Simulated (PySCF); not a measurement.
# Zr+ (zirconium, charge +1): UHF calculation

Configuration: [Kr] 4d2 5s1, high-spin 4F determinant. Calculation: PySCF 2.14, in cc-pVDZ-PP with ECP28MDF (4s4p3d1f, 38 functions); scalar relativity through the core potential.

* Total energy: -46.109937 hartree
* One-electron energy: -74.7245 hartree
* Hartree (Coulomb) energy: 33.8416 hartree
* Exchange energy: -5.2270 hartree
* ⟨S²⟩: 3.7538
* ⟨L²⟩: 12.038
* Sum of ⟨r⟩: 18.65 bohr
* Sum of ⟨r²⟩: 41.76 bohr²
* Time after the integrals: 0.07 s of wall time on 1 thread of Intel(R) Xeon(R) 6975P-C (shared host)

```json
{"shell": "4s α", "electrons": "1", "mean orbital energy (eV)": "-75.874", "rms radius, mean of both spins (bohr)": "1.31"}
{"shell": "4s β", "electrons": "1", "mean orbital energy (eV)": "-73.392", "rms radius, mean of both spins (bohr)": "1.31"}
{"shell": "4p α", "electrons": "3", "mean orbital energy (eV)": "-48.827", "rms radius, mean of both spins (bohr)": "1.48"}
{"shell": "4p β", "electrons": "3", "mean orbital energy (eV)": "-45.671", "rms radius, mean of both spins (bohr)": "1.48"}
{"shell": "4d α", "electrons": "2", "mean orbital energy (eV)": "-15.461", "rms radius, mean of both spins (bohr)": "2.29"}
{"shell": "5s α", "electrons": "1", "mean orbital energy (eV)": "-12.392", "rms radius, mean of both spins (bohr)": "3.84"}
```

Energies and moments cover only the electrons outside the core potential.
